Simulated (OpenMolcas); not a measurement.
# Ni2+ in CsCaF3: curves along the breathing mode

Ni2+ with its 6 nearest fluoride ions, on the Ca site of CsCaF3 (a = 4.526 Å, distance in the model lattice 2.263 Å). The rest of the host is ab initio model potentials to 7.6 Å, with orthogonalisation functions on the cations behind the ligands, and point charges beyond; the distance is set by hand and nothing relaxes. Ligand basis ANO-RCC-VDZP.

```yaml
Program: OpenMolcas
Method: "SS-CASPT2, IPEA 0.25 Eh, imaginary shift 0.1 Eh (closed shells correlated: 3s 3p and the ligand valence shells)"
Basis: ANO-RCC-VDZP [5s4p2d1f]
Scalar_Hamiltonian: DKH2, point nucleus
Active_space: 8 electrons in 5 orbitals (3d)
State_averaging: 2S+1 = 3 even, 10 roots; 2S+1 = 1 even, 15 roots
Spin-orbit_coupling: RASSI with atomic mean-field integrals over the reference wave functions
```

Spin-free energies (labels of O, the rotations of Oh) in cm-1 above the lowest fitted minimum, as all ligands move together:

```csv
R (Å),3A2,3T2,1E,1T2,3T1(2),1A1,1T1
1.954,2540,12190,17410,26290,30350,28560,33850
2,490,9060,15270,22930,26760,26120,30790
2.046,20,7610,14670,21300,25010,25290,29440
2.092,960,7710,15430,21290,24860,25880,29600
2.138,3180,9200,17480,22620,26120,27760,31150
2.184,6620,12010,20750,25280,28760,30900,33990
2.23,11270,16110,25240,29090,32720,35270,38150
```

Cubic fits give the following; the wavenumber is harmonic, with the mass of all moving ligands, small differences in it between states hang on the degree of the fit, a number in brackets counts states of one label, and the table is a selection of at most 14 states with clean curves.

```tsv
State	R0 (Å)	Breathing mode (cm-1)	Minimum (cm-1)
3A2	2.039	447	0
3T2	2.066	457	7460
1E	2.044	442	14650
1T2	2.071	457	21100
3T1(2)	2.074	464	24700
1A1	2.050	446	25280
1T1	2.064	456	29310
1E(2)	2.088	465	33610
1T2(2)	2.087	467	34020
1A1(2)	2.078	465	59100
```

The minimum of 3T2 is shifted by +0.0277 Å against 3A2 (from the unrounded fits). With M = 114.0 u for the moving shell, the Huang-Rhys factor in this mode is S = M ω ΔR² / 2ħ = 0.01483 × 114.0 × 447 × 0.0277² = 0.58. Only the first shell moves, against a rigid host.

Roots that are degenerate in the reference are averaged as groups; the widest CASPT2 spread within a group is 230 cm-1 (the 3-fold group of multiplicity 1 near 17800 cm-1 above the lowest state of its run, R = 2.23). Shifts and gaps below about the spread of the groups concerned are not significant. Over all roots computed the reference weight is 0.72 to 0.73 in R = 1.954, 0.72 to 0.73 in R = 2, 0.72 to 0.73 in R = 2.046, 0.72 to 0.73 in R = 2.092, 0.72 to 0.73 in R = 2.138, 0.72 to 0.73 in R = 2.184, 0.72 to 0.73 in R = 2.23; a low but even weight reflects the number of correlated electrons. A single d shell leaves out the double-shell effect, which counts most for late 3d ions, where the CASPT2 field can be off either way by tens of per cent. Ligand-to-metal charge-transfer states are missing. These CASPT2 states fit no ligand-field parameters well, so their order and spin gaps are uncertain. For late 3d ions with one d shell CASPT2 can put B and the spin-flip bands somewhat low as well as high. With one d shell and no ligand orbital active, 10Dq can be off by tens of per cent for divalent 3d ions, low with halides held by bare charges and at times high in hosts, and the orbital part of g and χT goes as 1/10Dq. Free-ion shares, where given, are those of the reference states; single-state CASPT2 does not remix them. No measured value stands beside these numbers.
